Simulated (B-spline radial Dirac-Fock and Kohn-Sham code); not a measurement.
**Magnetic form factor of the 5d shell of W**

System: the free tungsten atom, [Xe] 4f14 5d4 6s1 6p1 (an excited configuration).

The run's input, task.json:

```json
{"items": [{
  "Z": 74,
  "q": 0,
  "cfg": [[1, 0, 2], [2, 0, 2], [2, 1, 6], [3, 0, 2], [3, 1, 6], [3, 2, 10], [4, 0, 2], [4, 1, 6], [4, 2, 10], [4, 3, 14], [5, 0, 2], [5, 1, 6], [5, 2, 4], [6, 0, 1], [6, 1, 1]],
  "A": 184,
  "rrms": 5.3658,
  "do": ["scatter"],
  "s": [0.0, 0.04, 0.05, 0.07, 0.08, 0.1, 0.12, 0.15, 0.19, 0.23, 0.28, 0.35, 0.43, 0.53, 0.65, 0.8, 0.99, 1.22, 1.5, 1.85, 2.28, 2.81, 3.45],
  "pz": [0, 0.1, 0.2, 0.3, 0.4, 0.5, 0.6, 0.8, 1.0, 1.2, 1.4, 1.6, 1.8, 2.0, 2.5, 3.0, 4.0, 5.0, 7.0, 10.0, 15.0, 20.0, 30.0, 40.0, 60.0, 100.0],
  "hv_scatter": [1000, 2000, 5000, 17479.3, 20000, 50000, 100000, 1000000]
}]}
```

Command: `python xray_run.py task.json out`

Calculated with an atomic code on a B-spline grid, using configuration-average Dirac-Fock orbitals. ⟨j_K⟩ is the integral of the 5d radial density with the spherical Bessel function j_K(4πsr), s = sin θ/λ.

| s (Å⁻¹) | ⟨j0⟩ | ⟨j2⟩ | ⟨j4⟩ |
| --- | --- | --- | --- |
| 0 | 1.0000 | 0.0000 | 0.0000 |
| 0.04 | 0.9474 | 0.0208 | 0.0002 |
| 0.05 | 0.9192 | 0.0316 | 0.0005 |
| 0.07 | 0.8487 | 0.0581 | 0.0018 |
| 0.08 | 0.8077 | 0.0729 | 0.0029 |
| 0.1 | 0.7183 | 0.1037 | 0.0063 |
| 0.12 | 0.6235 | 0.1337 | 0.0115 |
| 0.15 | 0.4823 | 0.1724 | 0.0227 |
| 0.19 | 0.3141 | 0.2056 | 0.0420 |
| 0.23 | 0.1819 | 0.2161 | 0.0629 |
| 0.28 | 0.0693 | 0.2035 | 0.0857 |
| 0.35 | -0.0094 | 0.1592 | 0.1046 |
| 0.43 | -0.0317 | 0.1009 | 0.1066 |
| 0.53 | -0.0193 | 0.0438 | 0.0894 |
| 0.65 | 0.0031 | 0.0070 | 0.0592 |
| 0.8 | 0.0163 | -0.0055 | 0.0270 |
| 0.99 | 0.0144 | -0.0010 | 0.0050 |
| 1.22 | 0.0053 | 0.0063 | -0.0016 |
| 1.5 | -0.0005 | 0.0075 | 0.0010 |

Radial moments of the shell: ⟨r²⟩ = 4.607, ⟨r⁴⟩ = 41.68, ⟨r⁶⟩ = 691.5 in powers of bohr.
